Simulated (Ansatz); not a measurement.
```yaml
crystal:
  periodic: [false, false, false]
  atoms:
    - {symbol: F, position_ang: [1.811578, -0.524851, 0.309597]}
    - {symbol: C, position_ang: [0.420428, -0.674381, 0.314203]}
    - {symbol: F, position_ang: [0.090337, -0.936425, 1.648250]}
    - {symbol: Si, position_ang: [-0.414536, 0.919640, -0.270058]}
    - {symbol: In, position_ang: [0.159431, -2.776275, -0.667875]}
    - {symbol: H, position_ang: [-0.085151, 2.133643, 0.526783]}
    - {symbol: H, position_ang: [-0.007621, 1.124456, -1.686759]}
    - {symbol: H, position_ang: [-1.882265, 0.677093, -0.229942]}
basis:
  gaussian: {orbitals: def2-SVP}
total_charge: -2
hamiltonian: {xc: {name: B2GP-PLYP}}
```

```sh
$ ansatz run in.yaml --threads 4 --pin off --events-out ev --progress --plain --max-ram 10444MiB
```

Output, abridged:

```
Functional definition: B2GP-PLYP
1060 factors; integrals over basis functions are off by at most 1.5e-3 eV
mean field evaluation 1: about -19500.3574 eV, gradient 8.6e1 eV
mean field evaluation 2: about -19500.6148 eV, gradient 8.6e1 eV
mean field evaluation 4: about -19527.1289 eV, gradient 1.9e1 eV
mean field evaluation 8: about -19528.3323 eV, gradient 1.1e0 eV
mean field evaluation 16: about -19528.3797 eV, gradient 6.2e-3 eV
mean field evaluation 32: about -19528.5785 eV, gradient 2.5e-2 eV
mean field -19528.57853185 eV, -717.6620240997 hartree, gradient 5.6e-6 eV, S^2 0.000000; 4 other end points of the search recorded, 0 dependent functions left out; unrestricted orbitals would lower it
12 core orbitals not correlated: weight in the atoms' cores, before any rotation towards them, 1.000 or more for the frozen orbitals, at most 0.000 for the correlated occupied ones
reference -19528.57866115 eV, -717.6620288511 hartree; 20, 20 occupied and 69, 69 virtual orbitals, 1060 factors
second order -21.73782193 eV of doubles, -0.00000000 eV of singles
Total energy: -19536.40427704 eV, -717.9496149308 hartree
```

In this input the charge is far from anything that the molecule holds. The calculation finished and met its thresholds. The result belongs to that input, not to the molecule as meant.
